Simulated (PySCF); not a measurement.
Molfile (atoms numbered from 1):
```
C7H9N
     RDKit          3D

 17 16  0  0  0  0  0  0  0  0999 V2000
    3.1257   -0.9239    0.9907 C   0  0  0  0  0  0  0  0  0  0  0  0
    2.1758   -0.2850    0.6426 C   0  0  0  0  0  0  0  0  0  0  0  0
    1.0146    0.4777    0.2222 C   0  0  0  0  0  0  0  0  0  0  0  0
    0.1278   -0.3374   -0.5967 N   0  0  0  0  0  0  0  0  0  0  0  0
   -0.4932   -1.3966    0.1690 C   0  0  0  0  0  0  0  0  0  0  0  0
   -0.8399    0.4618   -1.3305 C   0  0  0  0  0  0  0  0  0  0  0  0
   -1.7513    1.2273   -0.4883 C   0  0  0  0  0  0  0  0  0  0  0  0
   -2.4499    1.8180    0.2840 C   0  0  0  0  0  0  0  0  0  0  0  0
    3.9654   -1.4742    1.2947 H   0  0  0  0  0  0  0  0  0  0  0  0
    1.3570    1.3262   -0.3798 H   0  0  0  0  0  0  0  0  0  0  0  0
    0.5046    0.8770    1.1191 H   0  0  0  0  0  0  0  0  0  0  0  0
   -1.1872   -1.0197    0.9364 H   0  0  0  0  0  0  0  0  0  0  0  0
   -1.0419   -2.0513   -0.5076 H   0  0  0  0  0  0  0  0  0  0  0  0
    0.2885   -1.9765    0.6574 H   0  0  0  0  0  0  0  0  0  0  0  0
   -0.2926    1.1516   -1.9836 H   0  0  0  0  0  0  0  0  0  0  0  0
   -1.4233   -0.2166   -1.9628 H   0  0  0  0  0  0  0  0  0  0  0  0
   -3.0872    2.3537    0.9233 H   0  0  0  0  0  0  0  0  0  0  0  0
  1  2  3  0
  2  3  1  0
  3  4  1  0
  4  5  1  0
  4  6  1  0
  6  7  1  0
  7  8  3  0
  1  9  1  0
  3 10  1  0
  3 11  1  0
  5 12  1  0
  5 13  1  0
  5 14  1  0
  6 15  1  0
  6 16  1  0
  8 17  1  0
M  END
```

Geometry: GFN2-xTB; GIAO shifts from PySCF, gas phase, non-relativistic, averaged over equivalent atoms.

At PBE0/def2-SVP (157 basis functions, 18 s wall time on 1 thread of an Arm Neoverse V1, shared host):
```tsv
atoms	δ (ppm)
C2/C7	77.2
C1/C8	73.4
C3/C6	44.8
C5	37.8
N4	30.9
H10/H11/H15/H16	3.21
H12/H13/H14	2.33
H9/H17	1.40
```

Shifts are taken against calculated references (same method and geometry level): TMS for 13C (σ = 196.16 ppm) and 1H (σ = 31.81 ppm); NH3 for 15N (σ = 271.96 ppm).

Problem. Estimate the result of repeating the calculation with PBE0/pcSseg-1.

Solution. 
| atoms | δ at PBE0/pcSseg-1 | change |
| --- | --- | --- |
| C2/C7 | 83.9 | +6.7 |
| C1/C8 | 80.3 | +6.9 |
| C3/C6 | 47.6 | +2.8 |
| C5 | 39.9 | +2.1 |
| N4 | 42.2 | +11.3 |
| H10/H11/H15/H16 | 3.41 | +0.20 |
| H12/H13/H14 | 2.51 | +0.18 |
| H9/H17 | 1.68 | +0.28 |

Shifts are taken against calculated references (same method and geometry level): TMS for 13C (σref 186.93) and 1H (σref 31.72); 15N (σref 267.73) against NH3.

The largest change is at N4 (amine nitrogen). Cost: 181 basis functions, 25 s wall time on 1 thread of an Arm Neoverse V1, shared host. The order of the carbon signals is the same at both levels.

Experimental scales use liquid or dissolved standards, which lie at an offset from isolated NH3 (liquid NH3: subtract about 20 ppm).
